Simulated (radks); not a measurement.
Task: Br, 35 electrons, occupied as [Ar] 3d10 4s2 4p5. All-electron calculation, Dirac Kohn-Sham, LDA (Slater exchange, Perdew-Zunger correlation), spin-unpolarised, spherical densities, finite nucleus; open shells fill j = l - 1/2 first; Fermi nuclear charge, rms radius 4.1629 fm. Program: a radial shooting solver on a logarithmic mesh with Libxc functionals. Some entries of the table are withheld. Estimate them.

| orbital | occ. | eigenvalue (Ry) | <r> (bohr) |
|---|---|---|---|
| 1s1/2 | 2 | -976.8706 | 0.04280 |
| 2s1/2 | 2 | (1) | 0.1896 |
| 2p1/2 | 2 | (2) | 0.1629 |
| 2p3/2 | 4 | (3) | 0.1668 |
| 3s1/2 | 2 | -17.42215 | 0.5524 |
| 3p1/2 | 2 | (4) | 0.5577 |
| 3p3/2 | 4 | (5) | 0.5683 |
| 3d3/2 | 4 | -4.96605 | 0.5885 |
| 3d5/2 | 6 | -4.88615 | 0.5926 |
| 4s1/2 | 2 | -1.49076 | 1.671 |
| 4p1/2 | 2 | -0.61199 | 2.071 |
| 4p3/2 | 3 | -0.57459 | 2.122 |
| 5s1/2 | 0 | (6) | 6.934 |

Result: 
(1) 2s1/2 eigenvalue (Ry): -127.1265
(2) 2p1/2 eigenvalue (Ry): -114.5894
(3) 2p3/2 eigenvalue (Ry): -111.1049
(4) 3p1/2 eigenvalue (Ry): -13.06205
(5) 3p3/2 eigenvalue (Ry): -12.55900
(6) 5s1/2 eigenvalue (Ry): -0.03235
